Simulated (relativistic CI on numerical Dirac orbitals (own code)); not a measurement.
## Re2+: O2,3 absorption edge

Computed with this model: Dirac-Coulomb-Breit CI, separate exchange-only KLI orbitals for each configuration, model QED (radiative potential, 1s self-energy scaled to tabulated hydrogen-like ionisation energies), valence Slater integrals scaled by 0.9, multiplet model of core-to-valence dipole absorption; configurations [Xe] 4f14 5d5 → [Kr] 4d10 4f14 5s2 5p5 5d6; 300 K; Lorentzian 0.6 eV and Gaussian 0.3 eV FWHM. Energies are those of the free ion, without screening or charge transfer. The branching ratio is the share of the lower-energy edge in the whole absorption, uncertain by about 0.02 where the edges overlap. S is read from ⟨S²⟩ = S(S + 1).

Field parameters in Wybourne normalisation: D4h B²₀ = −7Ds, B⁴₀ = 21(Dq − Dt), B⁴₄ = 21√(5/14) Dq. The field is a parameter set, without covalency.

free ion: ground-state S = 2.45, centroid 46.05 eV. Peaks (eV, height): 40.9 (13), 43.6 (100), 45.3 (44), 48.2 (44), 49.4 (20), 55.2 (6), 56.4 (11), 58.0 (7).

D4h, 10Dq = 17050, Ds = -1500, Dt = -470 cm⁻¹: ground-state S = 0.80, centroid 48.40 eV. Peaks (eV, height): 40.3 (20), 42.9 (40), 45.1 (100), 47.3 (54), 50.1 (19), 52.5 (11), 56.3 (28), 58.3 (28), 59.8 (19).

D4h, 10Dq = 17050, Ds = -210, Dt = -470 cm⁻¹: ground-state S = 0.79, centroid 48.45 eV. Peaks (eV, height): 40.3 (18), 42.8 (37), 45.0 (100), 46.2 (69), 47.4 (51), 50.1 (19), 52.4 (10), 56.2 (30), 58.2 (30), 59.4 (18).

D4h, 10Dq = 17050, Ds = 1070, Dt = -470 cm⁻¹: ground-state S = 0.73, centroid 48.90 eV. Peaks (eV, height): 40.4 (16), 42.8 (34), 45.1 (100), 46.3 (68), 47.5 (49), 50.2 (17), 52.3 (11), 56.1 (29), 58.3 (32).

D4h, 10Dq = 17050, Ds = 1710, Dt = -470 cm⁻¹: ground-state S = 0.70, centroid 49.13 eV. Peaks (eV, height): 40.6 (17), 42.8 (34), 45.1 (100), 46.4 (67), 47.5 (50), 52.4 (13), 55.8 (37), 58.0 (33), 58.6 (33).

D4h, 10Dq = 17050, Ds = 2360, Dt = -470 cm⁻¹: ground-state S = 0.69, centroid 49.32 eV. Peaks (eV, height): 40.7 (20), 45.1 (100), 46.6 (69), 47.5 (54), 52.5 (15), 54.0 (13), 55.8 (45), 58.0 (38), 58.8 (37).

Strongest unbroadened transitions for D4h, 10Dq = 17050, Ds = -210, Dt = -470 cm⁻¹:

| Energy (eV) | Relative strength |
| --- | --- |
| 42.73 | 68.8 |
| 44.44 | 41.5 |
| 44.55 | 89.6 |
| 44.86 | 44.3 |
| 44.91 | 100.0 |
| 44.95 | 78.5 |
| 45.06 | 78.2 |
| 45.07 | 52.7 |
| 45.28 | 64.6 |
| 45.38 | 41.0 |
| 45.47 | 55.7 |
| 46.15 | 62.5 |
| 46.20 | 41.1 |
| 46.39 | 82.2 |
| 48.00 | 40.0 |
| 56.16 | 40.6 |
| 56.29 | 38.8 |
| 58.31 | 38.3 |
